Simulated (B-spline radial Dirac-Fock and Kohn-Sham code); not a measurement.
## Mg⁶⁺: photoemission with 6930 eV photons

System: magnesium as Mg⁶⁺, [He] 2s2 2p2.

Calculated with a B-spline atomic structure program, using independent-particle photoionisation in a Dirac-Hartree-Slater potential with a Latter tail, all multipoles, thresholds from Dirac-Fock ΔSCF. The asymmetry parameter β is from the dipole term alone. Kinetic energies are from the vacuum level. Open shells are spread statistically over j, without multiplet splitting.

```
  subshell  electrons  binding (eV)  kinetic (eV)   σ (kb)     β
    K (1s)          2        1522.4        5407.6        ?     ?
   L1 (2s)          2         246.7        6683.3    0.177  2.00
L2 (2p1/2)       0.67         222.7        6707.3  0.00307  0.30
L3 (2p3/2)       1.33         222.3        6707.7  0.00596  0.28
```

Q: What are σ and β for K (1s)?

A: σ = 2.34 kb, the largest of all subshells and 93 % of the total, and β = 2.00.

Run: 0.97 s of CPU time on 1 thread of Intel(R) Xeon(R) 6975P-C (shared host), peak memory 0.29 GiB.
